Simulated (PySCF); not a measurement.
## Dipole moment and polarisability of `C[C@]1(C#N)CC[SiH2]O1`

C₅H₉NOSi.
Structure used (PBE0-D3(BJ)/def2-SVP), in Å, numbered top down from 1:
```xyz
17
C5H9NOSi angstrom
C     -1.7846   -0.1291    0.5869
C     -0.3356   -0.4350    0.2446
C      0.0046   -1.8111    0.6877
N      0.3016   -2.8762    1.0289
C      0.6631    0.5499    0.8979
C      1.9993    0.4396    0.1545
Si     1.4014    0.1131   -1.6072
O     -0.1636   -0.3593   -1.1570
H     -1.9503   -0.1776    1.6726
H     -2.0260    0.8810    0.2268
H     -2.4502   -0.8482    0.0911
H      0.7522    0.3570    1.9781
H      0.2379    1.5598    0.7754
H      2.5817   -0.4233    0.5167
H      2.6217    1.3374    0.2756
H      2.1153   -0.9769   -2.3286
H      1.3136    1.3191   -2.4796
```

Level: wB97X-D/def2-SVPD (PySCF), static field, nuclei fixed, core orbitals frozen in the response. The polarisability tensor in these axes (au):

```
x   85.29 -0.28 -5.66
y   -0.28 89.39 -5.30
z   -5.66 -5.30 86.69
```

Problem. Give the principal values, the mean and the anisotropy Δα = √{½[(α1 − α2)² + (α2 − α3)² + (α1 − α3)²]}.

Solution. Principal values 78.83, 87.68 and 94.86 au; mean 87.12 au = 12.91 Å³ = 14.36 × 10⁻⁴⁰ C²·m²/J; Δα = 13.91 au (16 % of the mean).

Problem. What is the dipole moment, and where does it point?

Solution. (0.30, 4.06, 0.16) D, 4.07 D in size, pointing from the negative to the positive side. Measured along this direction, the outermost atoms are N4 at the negative end and H13 and H15 at the positive end.

Problem. Form Σ f/ω² (atomic units) for the 6 lowest TDDFT singlets, given as eV and f, and set it beside the mean polarisability, which is this sum over all singlets: 7.39, 0.0033; 7.58, 0.0004; 7.92, 0.0260; 8.00, 0.0013; 8.03, 0.0089; 8.27, 0.0253.

Solution. They add up to 0.75 au, 0.9 % of the 87.12 au; the largest single term is 0.31 au, from the state at 7.92 eV. Terms in order: 0.04, 0.00, 0.31, 0.01, 0.10, 0.27 au. Higher excitations give the rest. The strengths listed sum to 0.065.

Problem. Molar refractivity from α?

Solution. Lorentz–Lorenz: R = (4π/3)N_A α = 2.5225 cm³/(mol·Å³) × 12.91 Å³ = 32.6 cm³/mol, in the limit of long wavelengths.

Problem. Find the Langevin capture rate constant for NH4+ (18.034 u) meeting this molecule (127.045 u), k = 2.342 × 10⁻⁹ cm³/s × √(α in Å³ / reduced mass in u).

Solution. The reduced mass is 15.79 u, so k = 2.12 × 10⁻⁹ cm³/s. The formula leaves out the permanent dipole, which adds to the capture rate.

Isolated species at its PBE0-D3(BJ)/def2-SVP geometry (one conformer only).

These values come from a run that also computed excited states. The run took about 1.8 min of CPU time (one thread, shared machine).
